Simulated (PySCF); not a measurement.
## `F[C@H]1[CH2][GeH2][C@@H](F)C1`, C$_{4}$H$_{8}$F$_{2}$Ge

Geometry:
| atom | x (Å) | y (Å) | z (Å) |
| --- | --- | --- | --- |
| F1 | -0.263 | 0.332 | -1.878 |
| C2 | 0.636 | -0.323 | -1.047 |
| C3 | 1.262 | 0.752 | -0.175 |
| Ge4 | -0.343 | 1.319 | 0.840 |
| C5 | -1.119 | -0.524 | 0.714 |
| F6 | -2.366 | -0.440 | 0.115 |
| C7 | -0.158 | -1.301 | -0.185 |
| H8 | 1.347 | -0.836 | -1.705 |
| H9 | 2.034 | 0.322 | 0.461 |
| H10 | 1.713 | 1.523 | -0.795 |
| H11 | -0.076 | 1.784 | 2.247 |
| H12 | -1.203 | 2.309 | 0.126 |
| H13 | -1.289 | -1.047 | 1.659 |
| H14 | -0.722 | -1.985 | -0.821 |
| H15 | 0.542 | -1.876 | 0.423 |

Method: TDDFT B3LYP/def2-SVPD circular dichroism and optical rotation, one conformer, gas phase (PySCF 2.14.0). Geometry: GFN2-xTB.

The calculation is non-relativistic, which matters for the atoms heavier than Zn. States above about 7.7 eV (minus the energy of the highest occupied orbital) lie near or above the ionisation threshold and depend on the basis.

Problem. Draw the ECD and absorption spectra from the lowest 8 states, each a Gaussian of half-width 0.3 eV at 1/e height.

Solution. 
| E (eV) | λ (nm) | Δε (L mol⁻¹ cm⁻¹) | ε (L mol⁻¹ cm⁻¹) |
| --- | --- | --- | --- |
| 6.45 | 192 | -0.11 | 126 |
| 6.60 | 188 | -0.49 | 598 |
| 6.75 | 184 | -1.30 | 1770 |
| 6.90 | 180 | -2.07 | 3240 |
| 7.05 | 176 | -1.63 | 3750 |
| 7.20 | 172 | +0.70 | 2940 |
| 7.35 | 169 | +4.64 | 2470 |
| 7.50 | 165 | +9.70 | 4320 |
| 7.65 | 162 | +15.05 | 8610 |
| 7.80 | 159 | +17.54 | 12100 |
| 7.95 | 156 | +13.69 | 11200 |

Δε uses R in velocity form, ε uses f in length form. Only the states computed contribute, so the short-wavelength end is incomplete.
